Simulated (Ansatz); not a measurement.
Clusters of 4 atoms, alloy: PBE0-D4/def2-TZVP single points in Ansatz on relaxed structures, gas phase. Each cluster is the lowest isomer that a short search found in that spin, judged at the geometry's level, and lower ones may exist. Core potentials for Au, Mo, Pt, Sn, no spin–orbit coupling. HOMO and LUMO are taken over both spins. Singlets are spin-restricted. The spins of the ions were chosen, not always searched. A dash marks a value that wasn't run or was left out as unsound. The structures are stationary points that may keep the symmetry of their start. Remarks come from the PBE and PBE0 runs and from stability tests at other levels; not every state was tested. A HOMO above zero means that the electron is unbound at that level and held by the basis, or that self-interaction error raises the level; the energy of removing that electron tells which. HOMO above LUMO (over both spins in singlets and doublets, within one spin in higher multiplets; at PBE or PBE0), or a gap under 0.15 eV within one spin, warns that the state may not be the lowest or that an electron is smeared out.

```json
{"species": "SiAu3⁺", "atoms": "4", "state": "singlet", "geometry": "PBE-D4/def2-SVP", "HOMO (eV)": "-11.60", "LUMO (eV)": "-8.03", "gap (eV)": "3.56", "vertical EA (eV)": "6.50", "lowest of the spins relaxed": "singlet, of singlet/triplet/quintet", "point group (within 0.1 Å)": "C2v", "remarks": "gap within one spin near zero at PBE or PBE0 (neutral doublet)"}
{"species": "Si3Au⁺", "atoms": "4", "state": "singlet", "geometry": "r2SCAN-D4/def2-SVP", "HOMO (eV)": "-11.14", "LUMO (eV)": "-8.38", "gap (eV)": "2.76", "vertical EA (eV)": "6.81", "lowest of the spins relaxed": "–", "point group (within 0.1 Å)": "–", "remarks": "–"}
{"species": "Si3Ni", "atoms": "4", "state": "singlet", "geometry": "r2SCAN-D4/def2-SVP", "HOMO (eV)": "-5.92", "LUMO (eV)": "-3.07", "gap (eV)": "2.84", "vertical EA (eV)": "–", "lowest of the spins relaxed": "singlet, of singlet/triplet/quintet", "point group (within 0.1 Å)": "C2v", "remarks": "HOMO above zero (-1 doublet)"}
{"species": "Si3Mo⁺", "atoms": "4", "state": "doublet", "geometry": "r2SCAN-D4/def2-SVP", "HOMO (eV)": "-11.32", "LUMO (eV)": "-9.01", "gap (eV)": "2.31", "vertical EA (eV)": "–", "lowest of the spins relaxed": "–", "point group (within 0.1 Å)": "Cs", "remarks": "spin-contaminated (⟨S²⟩ up to 0.85), spin-contaminated (⟨S²⟩ up to 4.58) (quartet)"}
{"species": "Cu2Sn2⁺", "atoms": "4", "state": "doublet; reduced ion singlet", "geometry": "PBE-D4/def2-SVP", "HOMO (eV)": "-10.44", "LUMO (eV)": "-8.06", "gap (eV)": "2.37", "vertical EA (eV)": "6.49", "lowest of the spins relaxed": "doublet, of doublet/quartet", "point group (within 0.1 Å)": "C2v", "remarks": "–"}
{"species": "Si2Mo2", "atoms": "4", "state": "singlet", "geometry": "PBE0-D4/def2-SVP", "HOMO (eV)": "-5.50", "LUMO (eV)": "-2.32", "gap (eV)": "3.18", "vertical EA (eV)": "–", "lowest of the spins relaxed": "singlet, of singlet/triplet/quintet", "point group (within 0.1 Å)": "C2v", "remarks": "HOMO above zero (-1 doublet), spin-contaminated (⟨S²⟩ up to 0.87) (-1 doublet), spin-contaminated (⟨S²⟩ up to 2.18) (triplet)"}
{"species": "Si3Pt⁺", "atoms": "4", "state": "doublet; reduced ion singlet", "geometry": "B3LYP-D4/def2-SVP", "HOMO (eV)": "-11.19", "LUMO (eV)": "-8.96", "gap (eV)": "2.24", "vertical EA (eV)": "7.32", "lowest of the spins relaxed": "–", "point group (within 0.1 Å)": "C2v", "remarks": "–"}
```

The gap (eV) runs from 2.24 (Si3Pt⁺) to 3.56 (SiAu3⁺). The vertical EA (eV) runs from 6.49 (Cu2Sn2⁺) to 7.32 (Si3Pt⁺).
